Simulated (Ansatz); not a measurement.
Ansatz (a first-principles code) input file for germylmethylgermane (CH8Ge2), SMILES [GeH3][CH2][GeH3], PBE-D3(BJ)/def2-SVP. 

Ansatz 0.2 input:
```yaml
crystal:
  periodic: [false, false, false]
  atoms:
    - {symbol: Ge, position_ang: [1.64447391, 0.00000000, -0.10313764]}
    - {symbol: C, position_ang: [-0.00000000, -0.00000000, 0.95701582]}
    - {symbol: Ge, position_ang: [-1.64447391, 0.00000000, -0.10313764]}
    - {symbol: H, position_ang: [2.88001302, -0.00000000, 0.81875348]}
    - {symbol: H, position_ang: [1.69148620, -1.25242267, -0.99965559]}
    - {symbol: H, position_ang: [1.69148620, 1.25242267, -0.99965557]}
    - {symbol: H, position_ang: [-0.00000000, 0.88707132, 1.60991463]}
    - {symbol: H, position_ang: [0.00000001, -0.88707133, 1.60991462]}
    - {symbol: H, position_ang: [-1.69148620, -1.25242267, -0.99965558]}
    - {symbol: H, position_ang: [-1.69148621, 1.25242267, -0.99965557]}
    - {symbol: H, position_ang: [-2.88001302, -0.00000001, 0.81875350]}
basis:
  gaussian:
    orbitals: def2-SVP
hamiltonian:
  xc: pbe
  dispersion: d3bj
relax: {f_tol: 0.002, max_steps: 200}
```

It prints:

```
WARN ansatz: RAYON_NUM_THREADS=1 ignored (pool sized by the plan → 1); use --threads N
Functional definition: PBE
integrals: 0.07 GiB planned
1324 factors; their error is unknown
mean field: 0.35 GiB planned
mean field evaluation 1: about -114161.6866 eV, gradient 6.0e1 eV
mean field evaluation 2: about -114146.9467 eV, gradient 8.9e1 eV
mean field evaluation 4: about -114169.3193 eV, gradient 5.2e0 eV
mean field evaluation 8: about -114169.3570 eV, gradient 1.5e-1 eV
mean field evaluation 16: about -114169.2827 eV, gradient 2.6e-5 eV
mean field -114169.28265048 eV, -4195.6437506859 hartree, gradient 2.6e-5 eV, S^2 0.000000; 0 other end points of the search recorded, 0 dependent functions left out
the calculation of the forces begins
reference -114169.28269292 eV, -4195.6437522457 hartree; 39, 39 occupied and 79, 79 virtual orbitals, 1324 factors
relax step   1: F+E_penalty+E_count = -114169.49990640 eV  Δ(F+E_penalty+E_count) = +0.000e0 eV  max|allowed force component| = 2.040e-1 eV/Å  Δτ_max = 0.0000 Å  (27 SCF iters, accepted)
these checks for a lower state are left out or cut short: starts, cluster_reference, orbital_swaps, neighbouring_geometries, increment
integrals: 0.07 GiB planned
1324 factors; their error is unknown
mean field: 0.35 GiB planned
mean field -114169.29512985 eV, -4195.6442092942 hartree, gradient 1.1e-5 eV, S^2 0.000000; 0 other end points of the search recorded, 0 dependent functions left out
the calculation of the forces begins
reference -114169.29517237 eV, -4195.6442108569 hartree; 39, 39 occupied and 79, 79 virtual orbitals, 1324 factors
relax step   2: F+E_penalty+E_count = -114169.51128049 eV  Δ(F+E_penalty+E_count) = -1.137e-2 eV  max|allowed force component| = 5.822e-2 eV/Å  Δτ_max = 0.0175 Å  (28 SCF iters, accepted)
these checks for a lower state are left out or cut short: starts, cluster_reference, orbital_swaps, neighbouring_geometries, increment
integrals: 0.07 GiB planned
1324 factors; their error is unknown
mean field: 0.35 GiB planned
mean field evaluation 32: about -114169.2961 eV, gradient 1.1e-5 eV
mean field -114169.29607817 eV, -4195.6442441445 hartree, gradient 1.1e-5 eV, S^2 0.000000; 0 other end points of the search recorded, 0 dependent functions left out
the calculation of the forces begins
reference -114169.29612071 eV, -4195.6442457079 hartree; 39, 39 occupied and 79, 79 virtual orbitals, 1324 factors
relax step   3: F+E_penalty+E_count = -114169.51193573 eV  Δ(F+E_penalty+E_count) = -6.552e-4 eV  max|allowed force component| = 7.347e-3 eV/Å  Δτ_max = 0.0045 Å  (29 SCF iters, accepted)
these checks for a lower state are left out or cut short: starts, cluster_reference, orbital_swaps, neighbouring_geometries, increment
integrals: 0.07 GiB planned
1324 factors; their error is unknown
mean field: 0.35 GiB planned
mean field -114169.29610388 eV, -4195.6442450893 hartree, gradient 2.5e-5 eV, S^2 0.000000; 0 other end points of the search recorded, 0 dependent functions left out
the calculation of the forces begins
reference -114169.29614643 eV, -4195.6442466529 hartree; 39, 39 occupied and 79, 79 virtual orbitals, 1324 factors
relax step   4: F+E_penalty+E_count = -114169.51194393 eV  Δ(F+E_penalty+E_count) = -8.207e-6 eV  max|allowed force component| = 6.213e-3 eV/Å  Δτ_max = 0.0018 Å  (19 SCF iters, accepted)
these checks for a lower state are left out or cut short: starts, cluster_reference, orbital_swaps, neighbouring_geometries, increment
integrals: 0.07 GiB planned
1324 factors; their error is unknown
mean field: 0.35 GiB planned
mean field -114169.29608568 eV, -4195.6442444205 hartree, gradient 2.3e-5 eV, S^2 0.000000; 0 other end points of the search recorded, 0 dependent functions left out
the calculation of the forces begins
reference -114169.29612823 eV, -4195.6442459841 hartree; 39, 39 occupied and 79, 79 virtual orbitals, 1324 factors
relax step   5: F+E_penalty+E_count = -114169.51194860 eV  Δ(F+E_penalty+E_count) = -4.669e-6 eV  max|allowed force component| = 3.204e-3 eV/Å  Δτ_max = 0.0005 Å  (18 SCF iters, accepted)
these checks for a lower state are left out or cut short: starts, cluster_reference, orbital_swaps, neighbouring_geometries, increment
integrals: 0.07 GiB planned
1324 factors; their error is unknown
mean field: 0.35 GiB planned
mean field -114169.29605054 eV, -4195.6442431289 hartree, gradient 3.3e-5 eV, S^2 0.000000; 0 other end points of the search recorded, 0 dependent functions left out
the calculation of the forces begins
reference -114169.29609308 eV, -4195.6442446925 hartree; 39, 39 occupied and 79, 79 virtual orbitals, 1324 factors
relax step   6: F+E_penalty+E_count = -114169.51195234 eV  Δ(F+E_penalty+E_count) = -3.737e-6 eV  max|allowed force component| = 6.659e-4 eV/Å  Δτ_max = 0.0012 Å  (18 SCF iters, accepted)
integrals: 0.07 GiB planned
1324 factors; their error is unknown
mean field: 0.35 GiB planned
mean field evaluation 64: about -114169.2961 eV, gradient 1.7e-3 eV
mean field -114169.29605054 eV, -4195.6442431289 hartree, gradient 3.3e-5 eV, S^2 0.000000; 1 other end points of the search recorded, 0 dependent functions left out
the calculation of the forces begins
reference -114169.29609308 eV, -4195.6442446925 hartree; 39, 39 occupied and 79, 79 virtual orbitals, 1324 factors
Total energy: -114169.51199489 eV, -4195.6521789374 hartree
Atom 0 at     1.654523    -0.000000    -0.105294 Å, force     0.000043     0.000000     0.000580 eV/Å
Atom 1 at     0.000000    -0.000000     0.966807 Å, force     0.000000     0.000000    -0.000294 eV/Å
Atom 2 at    -1.654523    -0.000000    -0.105294 Å, force    -0.000043    -0.000000     0.000580 eV/Å
Atom 3 at     2.901815    -0.000000     0.820511 Å, force     0.000666    -0.000000    -0.000241 eV/Å
Atom 4 at     1.699034    -1.261682    -1.008386 Å, force    -0.000363     0.000017    -0.000027 eV/Å
Atom 5 at     1.699034     1.261682    -1.008386 Å, force    -0.000363    -0.000017    -0.000027 eV/Å
Atom 6 at    -0.000000     0.894221     1.622880 Å, force    -0.000000    -0.000191    -0.000139 eV/Å
Atom 7 at     0.000000    -0.894221     1.622880 Å, force    -0.000000     0.000191    -0.000139 eV/Å
Atom 8 at    -1.699034    -1.261682    -1.008386 Å, force     0.000363     0.000017    -0.000027 eV/Å
Atom 9 at    -1.699034     1.261682    -1.008386 Å, force     0.000363    -0.000017    -0.000027 eV/Å
Atom 10 at    -2.901815    -0.000000     0.820511 Å, force    -0.000666    -0.000000    -0.000241 eV/Å
Dipole moment:     0.000000    -0.000000     0.153046 e Å
```

Self-consistency was reached.

Cost: roughly 26 core-seconds.
